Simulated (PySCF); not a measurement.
Start geometry of MoS2Cl2, `[S]=[Mo](=[S])([Cl])[Cl]` from GFN2-xTB (Å):
```
atom  x, y, z in Å
Mo1   -0.0245    0.0013   -0.0184
S2     0.0271   -0.0173    2.1324
S3     2.0155    0.0121   -0.7019
Cl4   -1.0166    1.7919   -0.6925
Cl5   -1.0015   -1.7880   -0.7195
```

What comes out of this run: PySCF, PBE0-D3(BJ)/def2-SVP geometry optimisation, gas phase, def2 core potentials past Kr?

```
atom  x, y, z in Å
Mo1   -0.0051    0.0010    0.0031
S2    -0.0060   -0.0901    2.0908
S3     1.9842    0.0162   -0.6282
Cl4   -0.9839    1.9144   -0.6486
Cl5   -0.9891   -1.8415   -0.8172
```

The energy falls by 0.249 eV over 10 energy and gradient evaluations, the largest force component goes from 0.0630 to 3.8e-04 Eh/bohr, and the atoms move by 0.066 Å rms after alignment. The bond that changes most is Mo1–Cl4 (ends: molybdenum bonded to 2 Cl and 2 S; chlorine bonded to Mo), which lengthens by 0.091 Å. Bonds longer at the end by more than 0.005 Å: 2 of 4; shorter: 2. Rotational constants go from 1274, 1216, 1177 to 1316, 1179, 1124 MHz. The orientation of the end geometry is arbitrary; only internal coordinates are fixed.

The run used 103 basis functions and 80 SCF cycles in all. Hardware: an x86-64 server with one thread, on a shared host. Cost: 38 s of wall time.

No PBE0-D3(BJ)/def2-SVP frequencies stand behind this structure, so it isn't proved a minimum.
